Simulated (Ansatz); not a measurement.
**Ligand exchange: C2H5Br + LiSH → C2H6S + LiBr**

Species: C2H5Br (bromoethane) `CCBr`, singlet; LiSH `[Li][SH]`, singlet; C2H6S (ethanethiol) `CCS`, singlet; LiBr, singlet. The partners trade Br for SH: C–Br and Li–SH bonds give way to C–SH and Li–Br.

Shapes, held fixed at every level: PBE0-D4/def2-TZVP. Flexible molecules stand in one conformer, not always the lowest. Programs: Ansatz 0.2.0. The zero-point and thermal change to 298 K, harmonic and unscaled (PBE0-D4/def2-TZVP), is +3.8 kJ/mol.

```tsv
level	kind	ΔH(298 K) (kJ/mol)	less CCSD(T)/def2-TZVPP	CPU time (sum over the molecules)
HF/def2-TZVPP	Hartree–Fock	-106.3	-16.4	–
SPW92/def2-TZVPP	LDA	-90.7	-0.8	7.8 s
r2SCAN-D4/def2-TZVPP	meta-GGA	-94.0	-4.1	25 s
B3LYP-D4/def2-TZVPP	global hybrid	-93.0	-3.1	19 s
PBE0-D4/def2-TZVPP	global hybrid	-94.4	-4.5	15 s
B2PLYP/def2-TZVPP	double hybrid	-92.8	-2.9	24 s
MP2/def2-TZVPP	perturbation theory	-91.2	-1.3	–
CCSD(T)/def2-TZVPP	coupled cluster or CI	-89.9	0.0	1.9 min
```

The highest level, CCSD(T)/def2-TZVPP, gives ΔH(298 K) = -89.9 kJ/mol; the levels span -106.3 to -89.9. The column of differences is taken from that level and isn't an error. No measured value is set beside it here. Relativity is left out for Br unless named. Correlated rows may include outer-core shells of Br, Li, which these sets cover unevenly. Times are processor times on shared x86 and Arm servers, and rough.
